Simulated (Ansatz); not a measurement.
Steps of a relaxation of BGeH5O, SMILES `O[BH][GeH3]` with RKS PBE0-D4/def2-TZVP.

```sh
$ ansatz run in.yaml --threads 2 --pin off --events-out ev --progress --plain --max-ram 4352MiB
```

```yaml
crystal:
  periodic: [false, false, false]
  atoms:
    - {symbol: O, position_ang: [-1.671239, 0.347777, -0.736694]}
    - {symbol: B, position_ang: [-0.318021, 0.273219, -0.798168]}
    - {symbol: Ge, position_ang: [0.729682, -0.339083, 0.888879]}
    - {symbol: H, position_ang: [-2.066005, 0.638537, -1.581140]}
    - {symbol: H, position_ang: [0.273956, 0.559778, -1.833402]}
    - {symbol: H, position_ang: [-0.157296, -0.528151, 2.148927]}
    - {symbol: H, position_ang: [1.452462, -1.690281, 0.611943]}
    - {symbol: H, position_ang: [1.848761, 0.681005, 1.243954]}
basis:
  gaussian: {orbitals: def2-TZVP}
hamiltonian: {xc: pbe0, dispersion: d4}
relax: {f_tol: 0.005, max_steps: 150}
```

Positions (Å) and forces (eV/Å) along the path, 10 of 10 steps:

```xyz
8
step=1 energy=-59314.4844 eV
O    -1.671    0.348   -0.737    0.169    0.206   -0.707
B    -0.318    0.273   -0.798   -0.036    0.080   -0.207
Ge    0.730   -0.339    0.889    0.100   -0.073    0.144
H    -2.066    0.639   -1.581    0.224   -0.204    0.612
H     0.274    0.560   -1.833   -0.293   -0.106    0.374
H    -0.157   -0.528    2.149    0.122    0.026   -0.190
H     1.452   -1.690    0.612   -0.118    0.206    0.034
H     1.849    0.681    1.244   -0.167   -0.135   -0.060
8
step=2 energy=-59314.5015 eV
O    -1.658    0.348   -0.737    0.082    0.079   -0.234
B    -0.310    0.274   -0.795   -0.039   -0.001   -0.054
Ge    0.729   -0.339    0.889    0.018   -0.001    0.006
H    -2.053    0.636   -1.570    0.029   -0.061    0.184
H     0.263    0.554   -1.824   -0.077   -0.026    0.116
H    -0.155   -0.528    2.136    0.011    0.006   -0.027
H     1.442   -1.680    0.609   -0.009    0.026    0.007
H     1.835    0.679    1.237   -0.016   -0.021    0.002
8
step=3 energy=-59314.5027 eV
O    -1.656    0.356   -0.738    0.055   -0.033   -0.017
B    -0.311    0.266   -0.797   -0.011    0.063    0.035
Ge    0.731   -0.339    0.887   -0.007   -0.014   -0.003
H    -2.053    0.637   -1.568   -0.038    0.015    0.001
H     0.258    0.549   -1.820    0.005   -0.025   -0.022
H    -0.158   -0.527    2.128   -0.005   -0.005    0.009
H     1.448   -1.675    0.610    0.005   -0.010    0.003
H     1.834    0.677    1.242   -0.003    0.009   -0.006
8
step=4 energy=-59314.5028 eV
O    -1.654    0.360   -0.737    0.025   -0.014   -0.024
B    -0.310    0.267   -0.802    0.032    0.002    0.126
Ge    0.732   -0.340    0.889   -0.049    0.020   -0.080
H    -2.059    0.641   -1.563   -0.017    0.009    0.000
H     0.261    0.540   -1.824   -0.001   -0.006   -0.044
H    -0.160   -0.532    2.128   -0.004   -0.005    0.010
H     1.452   -1.675    0.610    0.009   -0.011    0.007
H     1.830    0.681    1.243    0.005    0.006    0.004
8
step=5 energy=-59314.5031 eV
O    -1.653    0.355   -0.738    0.018    0.012    0.020
B    -0.309    0.272   -0.799    0.003   -0.041    0.026
Ge    0.731   -0.339    0.886   -0.007    0.006   -0.005
H    -2.057    0.642   -1.562   -0.025    0.003   -0.021
H     0.259    0.540   -1.825    0.012    0.016   -0.023
H    -0.160   -0.532    2.125   -0.007    0.000    0.007
H     1.452   -1.675    0.613    0.002   -0.004   -0.008
H     1.830    0.680    1.243    0.005    0.008    0.004
8
step=6 energy=-59314.5033 eV
O    -1.651    0.367   -0.734    0.004   -0.001    0.004
B    -0.308    0.266   -0.800   -0.006    0.002   -0.005
Ge    0.731   -0.340    0.886   -0.004    0.001   -0.002
H    -2.059    0.649   -1.558    0.002    0.001    0.001
H     0.259    0.524   -1.831    0.001   -0.002   -0.001
H    -0.163   -0.539    2.123    0.001   -0.001    0.000
H     1.460   -1.671    0.611    0.002    0.001    0.001
H     1.823    0.687    1.247   -0.001   -0.001    0.001
8
step=7 energy=-59314.5034 eV
O    -1.650    0.375   -0.731   -0.003    0.001    0.000
B    -0.308    0.263   -0.801    0.004   -0.001    0.000
Ge    0.730   -0.341    0.886    0.001    0.000    0.000
H    -2.058    0.656   -1.556    0.000    0.001    0.001
H     0.258    0.511   -1.835   -0.001   -0.001    0.000
H    -0.164   -0.545    2.121   -0.001    0.000   -0.001
H     1.468   -1.667    0.611    0.001    0.000    0.000
H     1.816    0.691    1.250    0.000    0.000    0.001
8
step=8 energy=-59314.5035 eV
O    -1.646    0.401   -0.723    0.012   -0.001   -0.004
B    -0.309    0.253   -0.804   -0.001    0.002   -0.004
Ge    0.730   -0.343    0.885    0.006   -0.002    0.001
H    -2.057    0.679   -1.547   -0.002    0.002   -0.003
H     0.254    0.469   -1.848   -0.012   -0.001    0.009
H    -0.169   -0.565    2.114    0.003    0.001   -0.001
H     1.492   -1.656    0.610   -0.002    0.005    0.002
H     1.797    0.706    1.258   -0.004   -0.005    0.000
8
step=9 energy=-59314.5035 eV
O    -1.647    0.399   -0.724   -0.001    0.000   -0.002
B    -0.309    0.253   -0.805    0.005    0.002   -0.001
Ge    0.730   -0.344    0.885    0.005   -0.001    0.003
H    -2.056    0.679   -1.548   -0.001    0.000   -0.001
H     0.253    0.471   -1.848   -0.004   -0.002    0.005
H    -0.167   -0.564    2.115   -0.001   -0.001   -0.002
H     1.491   -1.657    0.611   -0.002    0.003    0.000
H     1.797    0.705    1.258   -0.001   -0.001   -0.002
8
step=10 energy=-59314.5035 eV
O    -1.647    0.400   -0.724   -0.001    0.000   -0.001
B    -0.309    0.253   -0.804    0.001    0.000    0.000
Ge    0.730   -0.344    0.885   -0.001    0.000    0.000
H    -2.056    0.679   -1.548    0.000    0.000    0.001
H     0.253    0.470   -1.847    0.000    0.000    0.000
H    -0.167   -0.565    2.115    0.000    0.000    0.000
H     1.491   -1.656    0.611    0.000    0.000    0.000
H     1.797    0.706    1.258    0.000    0.000    0.000
```

Run time 18 s (2 threads of an INTEL XEON PLATINUM 8581C on a shared host); peak host memory 0.3 GiB.
